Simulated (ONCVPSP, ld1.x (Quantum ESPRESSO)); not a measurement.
## Potentials for silver compared

Generated with ld1.x 7.5 (TM, RRKJ, ultrasoft, PAW), atompaw 4.2 or ONCVPSP 4.0.1. The cutoff is in Ry: for ld1.x and atompaw files where the sum of valence levels is converged to 10 mRy in a Bessel basis, for ONCV files where the hardest occupied wave has 1 mHa per electron of residual kinetic energy. The error is the largest all-electron minus pseudo excitation energy over each file’s own four to seven test configurations (ionisations up to +4, promotions, holes and added fractions of an electron), all of which were solved. The labels leave out finer settings (local radius, basis sizes, second energies), which also bear on the numbers. Spin-polarised tests are not counted. The rows are a selection from randomly drawn settings: files with unsolved tests, undetermined cutoffs or missed reference levels are left out.

A true bound ghost makes a file unfit for plane-wave use even where its test errors are small: the radial tests pick states by their node count and pass the ghost by.

| potential | cutoff (Ry) | largest error (meV) | bound ghosts |
| --- | --- | --- | --- |
| TM, PBE, scalar-relativistic, rc 1.70/3.25/1.35/3.60 (spdf), local f, core correction yes, reference 4d10 5s0 5p0 | 80 | -196 | none |
| TM, Wu–Cohen, scalar-relativistic, rc 1.70/1.25/1.65 (spd), local s, core correction yes, reference 4p6 4d9.5 5s0 5p0 | 80 | -736 | none |
| ONCV, BLYP, scalar-relativistic, rc 2.60/2.85/1.95 (spd), local smoothed, core correction no, reference 4d10 5s1, qcut 2.2/3.4/6.7, projectors 2/2/2 | 38 | -15 | s |
| PAW, PBEsol, scalar-relativistic, rc 1.35/2.05/1.30 (spd), local smoothed, core correction yes, reference 4s2 4p6 4d10 5s1 5p0 | 70 | -10 | none |
| TM semilocal, PBE, scalar-relativistic, rc 2.50/2.80/1.80/2.85 (spdf), local p, core correction yes, reference 4d10 5s0.75 5p0 | 60 | -914 | none |

(1) Fill in the row for Ag: ONCV, Wu-Cohen, scalar-relativistic, rc 1.65/1.50/1.70 (spd), local smoothed, core correction yes, reference 4s2 4p6 4d9 5s2, qcut 8.9/9.4/11.3, projectors 2/2/2.

(2) Fill in the row for Ag: PAW, LDA (PZ), scalar-relativistic, rc 2.15/1.60/1.15 (spd), local smoothed, core correction yes, reference 4p6 4d8 5s0 5p0.

(3) Fill in the row for Ag: PAW, LDA (PZ), scalar-relativistic, rc 2.65/3.70/2.00 (spd), local smoothed, core correction yes, reference 4d10 5s0.75 5p0.

## Answers

(1) cutoff 68 Ry, largest error -8.2 meV, bound ghosts: none.

(2) cutoff 80 Ry, largest error -31 meV, bound ghosts: s.

(3) cutoff 30 Ry, largest error -1005 meV, bound ghosts: none.
